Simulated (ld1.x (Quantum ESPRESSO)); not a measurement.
## u(r) = r·R(r): atom against pseudo-atom (boron (B))

Columns: radius, all-electron u(r) and pseudo u(r) of the 2p shell (level -19.26 eV) of boron in the configuration [He] 2s1.5 2p0; PBE, scalar-relativistic, ultrasoft scheme, ld1.x (Quantum ESPRESSO) 7.5.

| r (bohr) | all-electron | pseudo |
| --- | --- | --- |
| 0.085 | 0.0276 | 0.0096 |
| 0.170 | 0.0909 | 0.0378 |
| 0.255 | 0.1704 | 0.0829 |
| 0.340 | 0.2547 | 0.1422 |
| 0.425 | 0.3374 | 0.2122 |
| 0.510 | 0.4145 | 0.2890 |
| 0.595 | 0.4839 | 0.3684 |
| 0.680 | 0.5446 | 0.4464 |
| 0.765 | 0.5960 | 0.5193 |
| 0.850 | 0.6388 | 0.5842 |
| 0.935 | 0.6741 | 0.6389 |
| 1.020 | 0.7020 | 0.6822 |
| 1.105 | 0.7225 | 0.7137 |
| 1.190 | 0.7358 | 0.7340 |
| 1.275 | 0.7426 | 0.7441 |
| 1.360 | 0.7433 | 0.7457 |
| 1.445 | 0.7387 | 0.7406 |
| 1.530 | 0.7294 | 0.7303 |
| 1.615 | 0.7162 | 0.7164 |
| 1.700 | 0.6995 | 0.6996 |
| 1.785 | 0.6802 | 0.6802 |
| 1.870 | 0.6587 | 0.6587 |
| 1.955 | 0.6355 | 0.6355 |
| 2.040 | 0.6111 | 0.6111 |
| 2.125 | 0.5860 | 0.5860 |
| 2.210 | 0.5603 | 0.5603 |

(1) How many radial nodes do the two functions have?

(2) At about which radius was the pseudo-wave matched?

(3) Is the pseudo-wave norm-conserving?

## Answers

(1) The all-electron 2p function has n − l − 1 = 0; the pseudo-wave has 0.

(2) 1.70 bohr, where the columns begin to agree (steps of 0.09 bohr).

(3) No, it belongs to an ultrasoft set: the norm inside the radius is not constrained, and the difference is carried by the augmentation charge.
